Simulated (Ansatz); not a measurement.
Stepwise reaction of `COB(Br)Br` with hydrogen sulfide, as a gas-phase model of exchange steps in deposition or etching. ΔE in kJ/mol.

Isolated molecules relaxed with PBE0-D4/def2-TZVP in Ansatz; ΔE leaves out vibrations. CBS: MP2 limit from def2 TZ/QZ plus the TZ coupled-cluster correction, frozen cores. This one scheme is used for every species. Functionals use def2-TZVPP. B3LYP here is the variant with VWN-RPA as its local correlation; programs differ in this. For Br outer-core shells are correlated without core-valence functions, which leaves a few kJ/mol of doubt a bond. Scalar relativity is left out up to krypton. Each species was taken in one conformer, which may not be the lowest.

```csv
step,reaction,PBE-D4,B3LYP-D4,ωB97M-V,CCSD(T)/CBS
1,`COB(Br)Br` + H₂S → `COB(S)Br` + HBr,3.8,5.7,6.0,7.9
```

(1) Give the row of step 2, `COB(S)Br` + H₂S → `COB(S)S` + HBr. (Best estimate.)

(2) By hand: ΔE of the 2 steps together at CCSD(T)/CBS.

## Answers

(1) Ansatz gave: 
| step | reaction | PBE-D4 | B3LYP-D4 | ωB97M-V | CCSD(T)/CBS |
| --- | --- | --- | --- | --- | --- |
| 2 | `COB(S)Br` + H₂S → `COB(S)S` + HBr | 8.8 | 10.9 | 12.7 | 14.3 |

(2) (7.9) + (14.3) = 22.2 kJ/mol, or 11.1 kJ/mol a step.

In ΔE each step is higher than the one before. All are uphill at CCSD(T)/CBS. PBE-D4 differs from CCSD(T)/CBS by -5.5 to -4.1 kJ/mol a step. Isolated molecules leave out the surface, adducts and barriers. Largest T1 diagnostic: 0.013.
